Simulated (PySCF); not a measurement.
# Working out the ionisation energy of Ag

Ag [Kr] 4d10 5s1 (2S) → Ag⁺ [Kr] 4d10 (1S). Calculation: PySCF 2.14, in def2-SVP with the def2 core potential (28 electrons) (5s3p2d1f, 31 functions); a scalar-relativistic core potential. Frozen: 4s2 4p6. Energies in hartree (1 hartree = 27.21139 eV):

| part | Ag (lower) | Ag⁺ (upper) |
| --- | --- | --- |
| UHF | -146.084101 | -145.850434 |
| CCSD correlation | -0.222984 | -0.199703 |
| (T) | -0.005352 | -0.003690 |

**Question.** What does Hartree-Fock give?

**Answer.** (-145.850434) − (-146.084101) = 0.233667 hartree = 6.358 eV.

**Question.** What do CCSD and CCSD(T) give?

**Answer.** The CCSD correlation energies differ by 0.023281 hartree = 0.634 eV and the triples by 0.001662 hartree = 0.045 eV, so CCSD gives 6.992 eV and CCSD(T) 7.037 eV.

Measured between the centres of the two terms (NIST): 7.576 eV, so CCSD(T) (valence) is off by -0.539 eV.

A double-zeta basis recovers only part of the correlation energy.

What remains against the reference includes basis incompleteness, the frozen core and higher excitations.
